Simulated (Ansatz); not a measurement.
Reaction (hydrogenolysis of the Si–C bond): `C[Si](F)(F)CO` + H₂ → `OC[SiH](F)F` + CH₄

Program: Ansatz. Geometries: PBE0-D4/def2-TZVP. ΔE: electronic, gas phase. CBS: MP2 limit from def2 TZ/QZ plus the TZ coupled-cluster correction, frozen cores. This one scheme is used for every species. Functionals use def2-TZVPP. B3LYP here is the variant with VWN-RPA as its local correlation; programs differ in this. One conformer a species, not always the lowest.

```json
{"level": "PBE-D4", "ΔE (kJ/mol)": "-4.4", "difference from CCSD(T)/CBS": "2.9"}
{"level": "r2SCAN-D4", "ΔE (kJ/mol)": "-3.9", "difference from CCSD(T)/CBS": "3.4"}
{"level": "PBE0-D4", "ΔE (kJ/mol)": "-6.6", "difference from CCSD(T)/CBS": "0.7"}
{"level": "B3LYP-D4", "ΔE (kJ/mol)": "-9.2", "difference from CCSD(T)/CBS": "-1.9"}
{"level": "ωB97X-V", "ΔE (kJ/mol)": "-7.9", "difference from CCSD(T)/CBS": "-0.6"}
{"level": "ωB97M-V", "ΔE (kJ/mol)": "-5.2", "difference from CCSD(T)/CBS": "2.1"}
{"level": "B2PLYP", "ΔE (kJ/mol)": "-14.0", "difference from CCSD(T)/CBS": "-6.7"}
{"level": "PBE", "ΔE (kJ/mol)": "-10.4", "difference from CCSD(T)/CBS": "-3.1"}
{"level": "r2SCAN", "ΔE (kJ/mol)": "-5.6", "difference from CCSD(T)/CBS": "1.7"}
{"level": "PBE0", "ΔE (kJ/mol)": "-11.8", "difference from CCSD(T)/CBS": "-4.5"}
{"level": "B3LYP", "ΔE (kJ/mol)": "-18.6", "difference from CCSD(T)/CBS": "-11.3"}
{"level": "HF/def2-TZVPP", "ΔE (kJ/mol)": "-30.4", "difference from CCSD(T)/CBS": "-23.1"}
{"level": "MP2/def2-TZVPP", "ΔE (kJ/mol)": "-5.4", "difference from CCSD(T)/CBS": "1.9"}
{"level": "SCS-MP2/def2-TZVPP", "ΔE (kJ/mol)": "-11.8", "difference from CCSD(T)/CBS": "-4.5"}
{"level": "CCSD/def2-TZVPP", "ΔE (kJ/mol)": "-12.7", "difference from CCSD(T)/CBS": "-5.4"}
{"level": "CCSD(T)/def2-TZVPP", "ΔE (kJ/mol)": "-8.9", "difference from CCSD(T)/CBS": "-1.6"}
{"level": "HF/def2-QZVPP", "ΔE (kJ/mol)": "-30.9", "difference from CCSD(T)/CBS": "-23.6"}
{"level": "MP2/def2-QZVPP", "ΔE (kJ/mol)": "-4.7", "difference from CCSD(T)/CBS": "2.6"}
{"level": "SCS-MP2/def2-QZVPP", "ΔE (kJ/mol)": "-11.1", "difference from CCSD(T)/CBS": "-3.8"}
{"level": "HF/CBS(def2)", "ΔE (kJ/mol)": "-31.0", "difference from CCSD(T)/CBS": "-23.7"}
{"level": "MP2/CBS(def2)", "ΔE (kJ/mol)": "-3.8", "difference from CCSD(T)/CBS": "3.5"}
{"level": "CCSD/CBS(def2)", "ΔE (kJ/mol)": "-11.1", "difference from CCSD(T)/CBS": "-3.8"}
{"level": "CCSD(T)/CBS", "ΔE (kJ/mol)": "-7.3", "difference from CCSD(T)/CBS": "0"}
```

Largest T1 diagnostic among the species: 0.011.

The D4 term adds +9.4 kJ/mol with B3LYP and +5.2 kJ/mol with PBE0; it sums over pairs of atoms, weighted by their polarisabilities, and B3LYP, whose exchange is more repulsive, gets the larger term. In def2-TZVPP, CCSD(T) changes the Hartree–Fock value by +21.5 kJ/mol (the triples alone add +3.8 kJ/mol) and MP2 by +24.9 kJ/mol.
